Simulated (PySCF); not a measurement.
## Working out the ionisation energy of Co

Co [Ar] 3d7 4s2 (4F) → Co⁺ [Ar] 3d8 (3F). Calculation: PySCF 2.14, in 6-31G* (5s4p2d1f, 34 functions); no relativity, point nucleus. Frozen: [Ar]. Energies in hartree (1 hartree = 27.21139 eV):

| part | Co (lower) | Co⁺ (upper) |
| --- | --- | --- |
| UHF | -1381.198821 | -1380.860532 |
| MP2 opposite-spin | -0.084856 | -0.096541 |
| MP2 same-spin | -0.049063 | -0.058521 |

Task: What does Hartree-Fock give?

Result: (-1380.860532) − (-1381.198821) = 0.338289 hartree = 9.205 eV.

Task: What do MP2 and SCS-MP2 (6/5 opposite-spin, 1/3 same-spin) give?

Result: The opposite-spin parts differ by -0.318 eV and the same-spin parts by -0.257 eV. MP2: 9.205 + (-0.318) + (-0.257) = 8.630 eV. SCS-MP2: 9.205 + 1.2 × (-0.318) + (-0.257)/3 = 8.738 eV.

Measured between the centres of the two terms (NIST): 7.869 eV, so MP2 (valence) is off by 0.761 eV.

The calculation is non-relativistic.

What remains against the reference includes basis incompleteness, the frozen core and correlation beyond second order.
